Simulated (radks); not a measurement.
Task: The mean radii <r> (bohr) of the occupied orbitals of an atom or ion are listed with their occupations. All-electron calculation, Dirac Kohn-Sham, BLYP, spin-unpolarised, spherical densities, finite nucleus; Fermi nuclear charge, rms radius of each element as measured or else 0.836 A^(1/3) + 0.57 fm. Program: a radial shooting solver on a logarithmic mesh with Libxc functionals.

orbital  occ.      <r>
1s1/2       2  0.02274
2s1/2       2  0.09649
2p1/2       2  0.08072
2p3/2       4  0.08735
3s1/2       2   0.2546
3p1/2       2   0.2442
3p3/2       4   0.2569
3d3/2       4   0.2286
3d5/2       6   0.2326
4s1/2       2   0.5792
4p1/2       2   0.5934
4p3/2       4   0.6224
4d3/2       4   0.6652
4d5/2       6   0.6756
5s1/2       2    1.410
5p1/2       2    1.592
5p3/2       4    1.688
4f5/2       6    1.000
6p1/2       1    4.739

Name the element and its charge. Open shells, if any, fill j = l - 1/2 first.

Result: Z = 62, samarium, charge +1: Sm+ in [Xe] 4f6 6p1. The 1s radius gives Z: for a bare nucleus <r> = (2 gamma + 1)/(2Z) with gamma = sqrt(1 - (Z/c)^2), 0.02245 bohr for Z = 62, and screening makes it slightly larger (0.02274 here). The occupations add up to 61, and the charge is Z minus that.
